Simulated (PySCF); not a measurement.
H9NSi3.

```xyz
13

Si     1.5009     1.3417    -0.4875
N      1.3416    -0.2244     0.2514
Si    -0.0906    -1.1325     0.6672
Si    -2.0209    -0.1721    -0.2599
H      2.5118     1.3129    -1.5894
H      1.9191     2.4111     0.4738
H      0.1645     1.7042    -1.0458
H      2.2146    -0.6503     0.5563
H      0.0259    -2.5424     0.1712
H     -0.2885    -1.2280     2.1519
H     -3.1706    -1.0599     0.1027
H     -1.9344    -0.0878    -1.7499
H     -2.2846     1.1917     0.2927
```
Charge 0, spin multiplicity 1.

Geometry optimised at PBE0-D3(BJ)/def2-SVP. The values are those of a single conformer.

Method: PBE0/pcSseg-1 run with PySCF. Non-relativistic, no solvent.

Computed absolute GIAO shielding of each atom: isotropic value and principal components (ppm):
```csv
atom,σ(iso),σ11,σ22,σ33,span
Si1,400.7,358.3,374.1,469.7,111.4
N2,270.5,235.3,260.1,316.1,80.8
Si3,394.6,341.2,365.5,477.0,135.8
Si4,458.9,455.8,459.8,461.0,5.2
H5,26.5,22.9,24.5,32.1,9.1
H6,26.5,23.0,24.5,32.2,9.2
H7,26.7,22.7,28.0,29.4,6.7
H8,32.0,21.7,29.7,44.7,23.0
H9,26.3,22.6,24.7,31.4,8.8
H10,26.3,22.5,24.7,31.5,9.0
H11,27.9,25.0,25.2,33.5,8.5
H12,27.5,24.5,25.8,32.3,7.8
H13,27.5,24.5,25.8,32.2,7.8
```
